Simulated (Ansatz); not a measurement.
Cartesian coordinates (Å):
```xyz
6

B     -0.9690     0.2070    -0.4782
C      0.3175    -0.0690     0.2646
C      1.3430    -0.2876     0.8599
H     -1.1548     1.2782    -0.9523
H     -1.7832    -0.6494    -0.5819
H      2.2490    -0.4805     1.3856
```
Charge +1, spin multiplicity 2.

Calculation: frozen-core CCSD(T)/cc-pVTZ // M06-2X/def2-TZVP run with Ansatz (a first-principles code). The geometry is that of the parent before the electron was removed.

```json
{
 "HF energy": "-101.78191 Ha",
 "MP2 correlation energy": "-0.33407 Ha"
}
```

Q: Estimate the CCSD correlation energy, the (T) correction, the total energy and the T1 diagnostic.

A: 
- CCSD correlation energy: -0.37257 Ha
- (T) correction: -0.01604 Ha
- CCSD(T) total energy: -102.17052 Ha
- T1 diagnostic: 0.034
